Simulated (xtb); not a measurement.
BO (SMILES [B]=O), doublet, from a rough starting geometry; GFN2-xTB (xtb).

The xtb input:
```
$ xtb mol.xyz --gfn 2 --uhf 1 --opt vtight --json

# file mol.xyz
2

B      0.08908219    -0.03484220    -0.58378869
O     -0.08128550     0.06723174     0.52100020
```

Output, abridged:

```
   ID    Z sym.   atoms
    1    5 B      1
    2    8 O      2

           -------------------------------------------------
          |                Calculation Setup                |
           -------------------------------------------------

           -------------------------------------------------
          |                 G F N 2 - x T B                 |
           -------------------------------------------------

          ...................................................
          :                      SETUP                      :
          :.................................................:
          :  # basis functions                   8          :
          :  # atomic orbitals                   8          :
          :  # shells                            4          :
          :  # electrons                         9          :
          :  max. iterations                   250          :
          :  Hamiltonian                  GFN2-xTB          :
          :  restarted?                      false          :
          :  GBSA solvation                  false          :
          :  PC potential                    false          :
          :  electronic temp.          300.0000000     K    :
          :  accuracy                    1.0000000          :
          :  -> integral cutoff          0.2500000E+02      :
          :  -> integral neglect         0.1000000E-07      :
          :  -> SCF convergence          0.1000000E-05 Eh   :
          :  -> wf. convergence          0.1000000E-03 e    :
          :  Broyden damping             0.4000000          :
          :  net charge                          0          :
          :  unpaired electrons                  1          :
          ...................................................

 iter      E             dE          RMSdq      gap      omega  full diag
   1     -5.3307540 -0.533075E+01  0.128E+01    4.54       0.0  T
   2     -5.3372887 -0.653473E-02  0.758E+00    4.93       1.0  T
   3     -5.3390690 -0.178031E-02  0.541E-01    5.58       1.0  T
   4     -5.3390837 -0.146741E-04  0.306E-01    5.56       1.0  T
   5     -5.3390729  0.107487E-04  0.800E-02    5.52       1.0  T
   6     -5.3390898 -0.169182E-04  0.852E-03    5.53       8.3  T
   7     -5.3390898  0.820788E-08  0.865E-03    5.53       8.2  T
   8     -5.3390900 -0.208237E-06  0.682E-05    5.53    1037.4  T
   9     -5.3390900  0.191580E-10  0.977E-05    5.53     723.6  T

   *** convergence criteria satisfied after 9 iterations ***

         :::::::::::::::::::::::::::::::::::::::::::::::::::::
         ::                     SUMMARY                     ::
         :::::::::::::::::::::::::::::::::::::::::::::::::::::
         :: total energy              -5.243989324417 Eh    ::
         :: gradient norm              0.227000674233 Eh/a0 ::
         :: HOMO-LUMO gap              5.533181439781 eV    ::
         ::.................................................::
         :: SCC energy                -5.339090035827 Eh    ::
         :: -> isotropic ES            0.029749120364 Eh    ::
         :: -> anisotropic ES          0.000576478132 Eh    ::
         :: -> anisotropic XC         -0.001724258696 Eh    ::
         :: -> dispersion             -0.000306776098 Eh    ::
         :: repulsion energy           0.095100711410 Eh    ::
         :: add. restraining           0.000000000000 Eh    ::
         :: total charge              -0.000000000000 e     ::
         :::::::::::::::::::::::::::::::::::::::::::::::::::::

      -----------------------------------------------------------
     |                   =====================                   |
     |                        A N C O P T                        |
     |                   =====================                   |
     |               Approximate Normal Coordinate               |
     |                Rational Function Optimizer                |
      -----------------------------------------------------------
      -----------------------------------------------------------
     |                   =====================                   |
     |                        A N C O P T                        |
     |                   =====================                   |
     |               Approximate Normal Coordinate               |
     |                Rational Function Optimizer                |
      -----------------------------------------------------------

          ...................................................
          :                      SETUP                      :
          :.................................................:
          :   optimization level         verytight          :
          :   max. optcycles                   200          :
          :   ANC micro-cycles                  20          :
          :   degrees of freedom                 1          :
          :.................................................:
          :   RF solver                   davidson          :
          :   write xtbopt.log                true          :
          :   linear (good luck)              true          :
          :   energy convergence         0.1000000E-06 Eh   :
          :   grad. convergence          0.2000000E-03 Eh/α :
          :   maxmium RF displ.          1.0000000          :
          :   Hlow (freq-cutoff)         0.1000000E-01      :
          :   Hmax (freq-cutoff)         5.0000000          :
          :   S6 in model hess.         20.0000000          :
          ...................................................

generating ANC from exact Hessian ...
Using Lindh-Hessian (1995)
 Shifting diagonal of input Hessian by    0.0000000000000000
 Lowest  eigenvalues of input Hessian
    0.000000    0.000000    0.000000    0.000000    0.000000    2.278062
 Highest eigenvalues
    0.000000    0.000000    0.000000    0.000000    0.000000    2.278062

........................................................................
[...]
 * total energy  :    -5.2439893 Eh     change       -0.2233769E-10 Eh
 * total energy  :    -5.2524732 Eh     change       -0.8483842E-02 Eh
 * total energy  :    -5.2527041 Eh     change       -0.2309364E-03 Eh
 * total energy  :    -5.2527161 Eh     change       -0.1200493E-04 Eh
 * total energy  :    -5.2527161 Eh     change       -0.1791912E-07 Eh
   *** GEOMETRY OPTIMIZATION CONVERGED AFTER 5 ITERATIONS ***
[...]
 O  B  Rav=1.1849 sigma=0.0000  Rmin=1.1849  Rmax=1.1849     1

 selected bond angles (degree)
 --------------------

 selected dihedral angles (degree)
 ---------------------------------

           -------------------------------------------------
          |                Final Singlepoint                |
           -------------------------------------------------

          ...................................................
          :                      SETUP                      :
          :.................................................:
          :  # basis functions                   8          :
          :  # atomic orbitals                   8          :
          :  # shells                            4          :
          :  # electrons                         9          :
          :  max. iterations                   250          :
          :  Hamiltonian                  GFN2-xTB          :
          :  restarted?                      false          :
          :  GBSA solvation                  false          :
          :  PC potential                    false          :
          :  electronic temp.          300.0000000     K    :
          :  accuracy                    1.0000000          :
          :  -> integral cutoff          0.2500000E+02      :
          :  -> integral neglect         0.1000000E-07      :
          :  -> SCF convergence          0.1000000E-05 Eh   :
          :  -> wf. convergence          0.1000000E-03 e    :
          :  Broyden damping             0.4000000          :
          :  net charge                          0          :
          :  unpaired electrons                  1          :
          ...................................................

 iter      E             dE          RMSdq      gap      omega  full diag
   1     -5.3101137 -0.531011E+01  0.402E-06    4.96       0.0  T
   2     -5.3101137 -0.177636E-14  0.197E-06    4.96   35945.3  T
   3     -5.3101137 -0.355271E-14  0.178E-06    4.96   39821.5  T

   *** convergence criteria satisfied after 3 iterations ***

         :::::::::::::::::::::::::::::::::::::::::::::::::::::
         ::                     SUMMARY                     ::
         :::::::::::::::::::::::::::::::::::::::::::::::::::::
         :: total energy              -5.252716125375 Eh    ::
         :: gradient norm              0.000165226126 Eh/a0 ::
         :: HOMO-LUMO gap              4.958624253284 eV    ::
         ::.................................................::
         :: SCC energy                -5.310113653083 Eh    ::
         :: -> isotropic ES            0.031525402739 Eh    ::
         :: -> anisotropic ES          0.000790257026 Eh    ::
         :: -> anisotropic XC         -0.001845819662 Eh    ::
         :: -> dispersion             -0.000307134806 Eh    ::
         :: repulsion energy           0.057397527708 Eh    ::
         :: add. restraining           0.000000000000 Eh    ::
         :: total charge              -0.000000000000 e     ::
         :::::::::::::::::::::::::::::::::::::::::::::::::::::

           -------------------------------------------------
          |                Property Printout                |
           -------------------------------------------------

    * Orbital Energies and Occupations

         #    Occupation            Energy/Eh            Energy/eV
      -------------------------------------------------------------
         1        2.0000           -0.6942620             -18.8918
         2        2.0000           -0.5281485             -14.3717
         3        2.0000           -0.5167561             -14.0617
         4        2.0000           -0.5167561             -14.0617
         5        1.0000           -0.3627789              -9.8717 (HOMO)
         6                         -0.1805528              -4.9131 (LUMO)
         7                         -0.1805528              -4.9131
         8                          0.7934237              21.5902
      -------------------------------------------------------------
                  HL-Gap            0.1822261 Eh            4.9586 eV
             Fermi-level           -0.3557167 Eh           -9.6795 eV

     #   Z          covCN         q      C6AA      α(0)
     1   5 B        0.789     0.336    52.064    15.183
     2   8 O        0.789    -0.336    20.472     6.065

 Mol. C6AA /au·bohr⁶  :        132.096397
 Mol. C8AA /au·bohr⁸  :       4176.658226
 Mol. α(0) /au        :         21.247568

Wiberg/Mayer (AO) data.
largest (>0.10) Wiberg bond orders for each atom

 ---------------------------------------------------------------------------
     #   Z sym  total        # sym  WBO       # sym  WBO       # sym  WBO
 ---------------------------------------------------------------------------
     1   5 B    2.433 --     2 O    2.433
     2   8 O    2.433 --     1 B    2.433
 ---------------------------------------------------------------------------

Topologies differ in total number of bonds
Writing topology from bond orders to xtbtopo.mol

molecular dipole:
                 x           y           z       tot (Debye)
 q only:        0.114      -0.068      -0.741
   full:        0.126      -0.075      -0.815       2.105
molecular quadrupole (traceless):
                xx          xy          yy          xz          yz          zz
 q only:       -0.040       0.004      -0.049      -0.018      -0.028       0.089
  q+dip:       -0.280      -0.006      -0.301      -0.134       0.037       0.580
   full:        0.335       0.022       0.343       0.162      -0.140      -0.678

optimized geometry written to: xtbopt.xyz

           -------------------------------------------------
          | TOTAL ENERGY               -5.252716125375 Eh   |
          | GRADIENT NORM               0.000165226126 Eh/α |
          | HOMO-LUMO GAP               4.958624253284 eV   |
           -------------------------------------------------

normal termination of xtb
```
